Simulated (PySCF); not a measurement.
**Polarisability and C₆ of Co²⁺ (cobalt, charge +2)**

[Ar] 3d7, high-spin 4F determinant. Computed with PySCF 2.14 in aug-cc-pwCVTZ-DK (10s9p7d4f3g, 127 functions), with scalar relativity by spin-free X2C-1e. Coupled (time-dependent) response in atomic units; α is the mean over directions.

| method | mean α (bohr³) | C₆ (like pair) | S(−4) |
| --- | --- | --- | --- |
| TPSSh | 3.546 | 10.22 | 6.925 |

S(−4) is the Cauchy moment in α(ω) = α(0) + S(−4) ω² + …

α(iu) at TPSSh:

```csv
u (hartree),α(iu) (bohr³)
0,3.546
0.0500,3.529
0.100,3.479
0.200,3.304
0.300,3.073
0.500,2.607
0.750,2.143
1.00,1.799
1.50,1.326
2.00,1.019
3.00,0.6588
5.00,0.3415
```

A single London oscillator, α(iu) = α/(1 + u²/ω²), gives C₆ = (3/4) ω α². Matching the computed C₆ needs ω = 4 × 10.22 / (3 × 3.546²) = 1.08 hartree.

For an ion, C₆ is the dispersion term alone; charge-induced terms of lower order in 1/R come first.
